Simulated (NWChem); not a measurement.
# iodine (I₂); SMILES II

```xyz
2

I      0.0000     0.0000     1.3278
I      0.0000     0.0000    -1.3278
```
Atoms are numbered in this order, from 1.

Coordinates come from a PBE0-D3(BJ)/def2-TZVP optimisation. def2 effective core potentials on I; no spin-orbit coupling.

Problem. List the 4 lowest vertical singlet excitations from B3LYP/def2-SVP with def2 effective core potentials on I, full TDDFT (NWChem).

Solution. 
```
state  energy (eV)  oscillator strength  leading excitation (squared amplitude)
-----  -----------  -------------------  --------------------------------------
S1            2.17                0.001                      HOMO → LUMO (1.00)
S2            2.17                0.001                    HOMO−1 → LUMO (1.00)
S3            3.86                0.000                    HOMO−2 → LUMO (1.00)
S4            3.86                0.000                    HOMO−3 → LUMO (1.00)
```
